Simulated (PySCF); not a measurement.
## How methods differ on the electron affinity of Zr

Zr⁻ [Kr] 4d3 5s2 (4F) → Zr [Kr] 4d2 5s2 (3F), as a difference of total energies. Computed with PySCF 2.14 in def2-TZVPPD with the def2 core potential (28 electrons), with scalar relativity through the core potential. Correlated levels: valence and next inner shell: nothing frozen outside the core potential. The calculations carry no spin-orbit coupling.

| method | electron affinity (eV) |
| --- | --- |
| UHF | -0.563 |
| MP2 (valence and next inner shell) | 0.013 |
| SCS-MP2 (valence and next inner shell) | -0.251 |
| CCSD (valence and next inner shell) | 0.061 |
| CCSD(T) (valence and next inner shell) | 0.162 |

The reference lies between the lowest fine-structure levels, while these numbers refer to the centres of the terms.

Errors of the correlated levels include the incompleteness of this basis.

A negative affinity means that the anion lies above the atom at that level of theory.

The coupled-cluster amplitudes are large for Zr⁻ (T1 above 0.03 or a double amplitude above 0.15), so a single reference is strained.

For comparison: 0.433 eV (measured; photodetachment measurements, as compiled on the Wikipedia data page of electron affinities).
